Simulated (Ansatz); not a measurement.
`C[SiH2][NH][GeH3]` + `C[NH][Ga]([Cl])[Cl]` → `C[N](C)[Ga]([Cl])[Cl]` + `[SiH3][NH][GeH3]`  (substitution at a C–Si bond)

Isolated molecules relaxed with PBE0-D4/def2-TZVP in Ansatz; ΔE leaves out vibrations. CCSD(T)/CBS adds triple-zeta CCSD(T) − MP2 to the extrapolated MP2 energy (def2 sets, frozen cores). For Ga, Ge outer-core shells are correlated without core-valence functions, which leaves a few kJ/mol of doubt a bond. Scalar relativity is left out up to krypton. One conformer a species, not always the lowest.

| species | CCSD(T)/CBS(def2) energy (Eh) |
| --- | --- |
| `C[SiH2][NH][GeH3]` | -2463.39859 |
| `C[NH][Ga]([Cl])[Cl]` | -2938.78787 |
| `C[N](C)[Ga]([Cl])[Cl]` | -2978.03927 |
| `[SiH3][NH][GeH3]` | -2424.11992 |

(1) Work out ΔE.

Largest T1 diagnostic among the species: 0.012.

## Answers

(1) ΔE = (-2978.03927) + (-2424.11992) − (-2463.39859) − (-2938.78787) = 0.02727 Eh = +0.74 eV.

At CCSD(T), def2-SVP lies −0.22 eV from the extrapolated value and def2-TZVPP −0.04 eV. Leaving LDA and LC-ωPBE aside and taking each functional with its dispersion term where it has one, the values, not all of them listed here, spread over 0.10 eV, from BLYP-D4 to r2SCAN0-D4. LDA lies −0.08 eV from PBE without D4.
